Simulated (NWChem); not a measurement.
Species: SiH3OF; SMILES F[SiH2]O

```xyz
6

Si    -0.4548     0.0188     0.0010
O      0.4607    -1.3526    -0.0714
F      0.4705     1.3390    -0.0219
H     -1.2987     0.0012    -1.2099
H     -1.2440     0.0821     1.2577
H      0.9899    -1.5765     0.7066
```
Atoms are numbered in this order, from 1.

Results from NWChem. The geometry was optimised at B3LYP/6-31G* (spherical d). Ions are spin-unrestricted doublets at the neutral geometry; other ion states weren't tried.

### Question
Order these by “vertical ionisation energy, ΔSCF (eV)”, lowest first: M06-2X/def2-SVPD; B3LYP/def2-SVPD; PBE/def2-SVPD; r2SCAN/def2-SVPD.

### Answer
PBE/def2-SVPD (11.48), r2SCAN/def2-SVPD (11.69), B3LYP/def2-SVPD (11.95), M06-2X/def2-SVPD (12.27)
